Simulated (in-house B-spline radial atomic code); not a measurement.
Response and correlation of Mg

Closed shell [Ne] 3s2. Computed with a B-spline radial code for spherical atoms: Dirac-Hartree-Fock, relativistic RPA (time-dependent Dirac-Hartree-Fock) for the response and second-order many-body perturbation theory for correlation, no-pair Dirac-Coulomb Hamiltonian, finite nucleus.

```json
{"multipole (bohr³, bohr⁵, bohr⁷)": "dipole", "uncoupled": "54.943", "coupled RPA": "?"}
{"multipole (bohr³, bohr⁵, bohr⁷)": "quadrupole", "uncoupled": "567.34", "coupled RPA": "921.61"}
{"multipole (bohr³, bohr⁵, bohr⁷)": "octupole", "uncoupled": "13294", "coupled RPA": "19694"}
```

What is the coupled dipole polarisability?

81.155 atomic units, +48 % against the uncoupled value.

Which subshells carry the dipole polarisability?

3s1/2 100.5 %, 2p3/2 -0.3 %, 2p1/2 -0.2 %.

What does the dipole shielding factor come to?

The dipole shielding factor is 1.000, against the exact N/Z = 12/12 = 1.000 of the non-relativistic theorem.

Dipole polarisability at imaginary frequency:

```json
{"u (Eh)": "0", "α(iu) (bohr³)": "81.16"}
{"u (Eh)": "0.02", "α(iu) (bohr³)": "79.77"}
{"u (Eh)": "0.05", "α(iu) (bohr³)": "73.2"}
{"u (Eh)": "0.1", "α(iu) (bohr³)": "56.69"}
{"u (Eh)": "0.15", "α(iu) (bohr³)": "41.36"}
{"u (Eh)": "0.2", "α(iu) (bohr³)": "30.13"}
{"u (Eh)": "0.3", "α(iu) (bohr³)": "17.15"}
{"u (Eh)": "0.4", "α(iu) (bohr³)": "10.84"}
{"u (Eh)": "0.5", "α(iu) (bohr³)": "7.45"}
{"u (Eh)": "0.7", "α(iu) (bohr³)": "4.196"}
{"u (Eh)": "1", "α(iu) (bohr³)": "2.319"}
{"u (Eh)": "1.5", "α(iu) (bohr³)": "1.24"}
{"u (Eh)": "2", "α(iu) (bohr³)": "0.823"}
{"u (Eh)": "3", "α(iu) (bohr³)": "0.4747"}
{"u (Eh)": "5", "α(iu) (bohr³)": "0.233"}
{"u (Eh)": "10", "α(iu) (bohr³)": "0.07877"}
```

What dispersion coefficients follow for two such atoms?

C6 = (3/π)∫α(iu)²du = 760.6 hartree·bohr⁶ and C8 = 51110 hartree·bohr⁸. The literature value of C6 is 626 (Chu and Dalgarno (2004); Tang, Norbeck and Certain (1976)).

How good is RPA here?

The recommended dipole polarisability is 71.2 bohr³ (Schwerdtfeger and Nagle, table of static dipole polarizabilities (2023 update)); RPA is off by +14 %, the part due to correlation beyond RPA.

Lowest J = 1 odd-parity excitations:

```json
{"energy (eV)": "1.1207", "oscillator strength": "2.65e-07", "leading channel": "3s1/2 → p1/2", "weight": "0.668"}
{"energy (eV)": "4.0386", "oscillator strength": "1.66", "leading channel": "3s1/2 → p3/2", "weight": "0.667"}
{"energy (eV)": "5.2024", "oscillator strength": "6.03e-08", "leading channel": "3s1/2 → p1/2", "weight": "0.669"}
{"energy (eV)": "5.492", "oscillator strength": "0.147", "leading channel": "3s1/2 → p3/2", "weight": "0.669"}
{"energy (eV)": "5.9862", "oscillator strength": "3.45e-08", "leading channel": "3s1/2 → p1/2", "weight": "0.669"}
{"energy (eV)": "6.0923", "oscillator strength": "0.0379", "leading channel": "3s1/2 → p3/2", "weight": "0.669"}
{"energy (eV)": "6.4048", "oscillator strength": "3.58e-08", "leading channel": "3s1/2 → p1/2", "weight": "0.669"}
```

For an outer ns² shell RPA puts the lowest triplet far too low, and second order misses the ns²-np² near-degeneracy.

Second-order correlation energy by the highest angular momentum of the excited pair (hartree): s -0.02031, p -0.174, d -0.1572, f -0.04405, g -0.0171, h -0.006648, i -0.00311, k -0.00163.

What is the second-order correlation energy at the partial-wave limit?

The listed waves sum to -0.42409 hartree; extrapolating the increments as (l + 1/2)⁻⁴ gives -0.42742 hartree, -0.969 eV per electron.
